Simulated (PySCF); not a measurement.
## Löwdin shares of the frontier orbitals

Compound: C6H6Cl2O.
SMILES with atom numbers: `[O:1]=[C:2]1[C:3]([CH2:4][Cl:5])=[CH:6][C@@H:7]1[CH2:8][Cl:9]` (hydrogens: H10, H11 on C4; H12 on C6; H13 on C7; H14, H15 on C8)

Method: PySCF, TDDFT CAM-B3LYP/def2-SVPD, vertical, gas phase, core orbitals frozen in the response. Geometry: GFN2-xTB, one conformer, isolated molecule. Torsions of this conformer, `[O:1]=[C:2]1[C:3]([CH2:4][Cl:5])=[CH:6][C@@H:7]1[CH2:8][Cl:9]`: C2–C3–C4–Cl5 92°, C6–C7–C8–Cl9 -47°.

Frontier orbitals with the atoms that hold most of them (Löwdin shares over 4%, at most four atoms; ? is withheld):

| orbital | ε (eV) | atoms |
| --- | --- | --- |
| HOMO-3 | -10.28 | Cl9 63%, C8 12%, Cl5 10%, H15 4% |
| HOMO-2 | -10.21 | Cl5 71%, C4 11%, Cl9 8% |
| HOMO-1 | -9.57 | C3 24%, C6 23%, Cl5 20%, Cl9 8% |
| HOMO | -9.04 | ? |
| LUMO | ? | ? |
| LUMO+1 | 0.64 | Cl5 23%, Cl9 14%, C4 11%, C2 11% |
| LUMO+2 | 1.08 | Cl9 19%, C6 10%, C8 9%, C4 9% |

Which atoms hold the LUMO, and with what shares?

C6 (bonded to 2 C and H) 33%; C3 (bonded to 3 C) 17%; O1 (bonded to C) 14%; C2 (bonded to 2 C and O) 13%. By element: carbon 63% or more, oxygen 14%.

Give the leading atoms of the HOMO.

O1 (bonded to C) 48%; C2 (bonded to 2 C and O) 14%; C7 (bonded to 3 C and H) 13%; C3 (bonded to 3 C) 10%. By element: oxygen 48%, carbon 37% or more.

What is the LUMO energy, and the HOMO–LUMO gap?

ε(LUMO) = -0.86 eV; the gap is 8.19 eV (0.3009 hartree).

How does S1 compare with the orbital gap of 8.19 eV?

S1 is at 3.99 eV (f = 0.0003), 4.20 eV below the gap, made of HOMO→LUMO (87%). Without the coupling terms of the response equations the lowest excitation would equal the gap.

Give energy, strength and leading configuration of S1 and S2, and follow the Löwdin shares of the leading atoms from the occupied to the empty orbital.

- S1 (3.99 eV, f 0.0003), HOMO→LUMO (87%): O1 48% → 14%, C2 14% → 13%, C6 at most 11% → 33%, C3 10% → 17%
- S2 (5.77 eV, f 0.123), HOMO-1→LUMO (92%): C3 24% → 17%, C6 23% → 33%
